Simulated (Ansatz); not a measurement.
Sr4Te4⁺. Charge 1, multiplicity 2. Geometry PBE-D4/def2-SVP; atoms count from 1.

Cartesian coordinates in Å:
```
Sr 1.328 2.272 0.417
Sr -0.715 -0.945 2.392
Sr -2.149 0.437 -1.529
Sr 1.537 -1.764 -1.281
Te -1.709 1.861 1.272
Te 0.814 1.091 -2.482
Te -1.427 -2.418 -0.326
Te 2.320 -0.535 1.536
```

In the def2 sets Sr, Te take a core potential; there is no spin–orbit coupling. Another isomer (doublet) lies 0.34 eV lower at PBE0-D4/def2-TZVP; other spin states weren't run for this one.

Problem. Estimate the Mulliken populations from the PBE0/def2-TZVP orbitals of Ansatz.

Solution. 
```csv
atom,charge (e),spin (α − β)
Sr1,1.07,-0.01
Sr2,1.06,-0.01
Sr3,1.06,-0.01
Sr4,1.07,-0.01
Te5,-0.81,0.27
Te6,-0.82,0.25
Te7,-0.81,0.27
Te8,-0.82,0.25
```
Mulliken values and Mayer orders depend strongly on the basis.

Problem. Where does the spin sit?

Solution. Summed by element: Sr -0.05, Te 1.05, of 1 unpaired in all. Largest on single atoms: Te5 0.27, Te7 0.27, Te6 0.25.

Problem. And the Mayer bond orders between bonded heavy atoms (over 0.3)?

Solution. Sr1–Te5 0.51 (3.18 Å); Sr1–Te6 0.52 (3.17 Å); Sr1–Te8 0.52 (3.18 Å); Sr2–Te5 0.51 (3.18 Å); Sr2–Te7 0.52 (3.17 Å); Sr2–Te8 0.52 (3.18 Å); Sr3–Te5 0.52 (3.17 Å); Sr3–Te6 0.52 (3.18 Å); Sr3–Te7 0.51 (3.18 Å); Sr4–Te6 0.52 (3.18 Å); Sr4–Te7 0.51 (3.18 Å); Sr4–Te8 0.52 (3.17 Å).
